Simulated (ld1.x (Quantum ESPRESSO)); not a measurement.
Al: excitation energies, all-electron against ultrasoft

| Property | Result |
| --- | --- |
| Element | Al |
| Generator | ld1.x (Quantum ESPRESSO) 7.5 |
| Type | ultrasoft |
| Functional | PBE |
| Relativity | non-relativistic |
| Frozen core | [Ne] |
| Valence charge | 3 |
| Reference configuration | 3s2 3p0 (charge +1) |
| Partial waves | 3s (bound): rcut 1.65, rcutus 1.75 bohr; 3s channel at -0.1 Ry: rcut 1.65, rcutus 1.75 bohr; 3p (bound, empty): rcut 1.65, rcutus 2.15 bohr; 3p channel at 0.65 Ry: rcut 1.65, rcutus 2.15 bohr |
| Local potential | all-electron potential smoothed inside 1.70 bohr (lloc = -1) |
| Core correction | Bessel-smoothed model core, default radius (core density twice the valence density) |
| Augmentation charge | PSQ, inside the norm-conserving radii |

Energies are relative to the spin-unpolarised reference configuration 3s2 3p0; without spin polarisation the order of configurations can differ from experiment.

```json
{"valence configuration": "3s2 3p1", "charge": "0", "ΔE all-electron (eV)": "-5.771", "error AE − PS (meV)": "+0.4"}
{"valence configuration": "3s2 3p0.5", "charge": "+0.5", "ΔE all-electron (eV)": "-3.681", "error AE − PS (meV)": "+0.2"}
{"valence configuration": "3s0 3p3", "charge": "0", "ΔE all-electron (eV)": "4.612", "error AE − PS (meV)": "-3.9"}
{"valence configuration": "3s1 3p1", "charge": "+1", "ΔE all-electron (eV)": "5.772", "error AE − PS (meV)": "-1.8"}
{"valence configuration": "3s1 3p2", "charge": "0", "ΔE all-electron (eV)": "-0.664", "error AE − PS (meV)": "-0.2"}
{"valence configuration": "3s2 3p1.3", "charge": "-0.3", "ΔE all-electron (eV)": "-6.348", "error AE − PS (meV)": "+0.6"}
```

What are ΔE and the potential's error for 3s1 3p0?

ΔE = 19.192 eV all-electron; the error (AE − PS) is -5.7 meV.
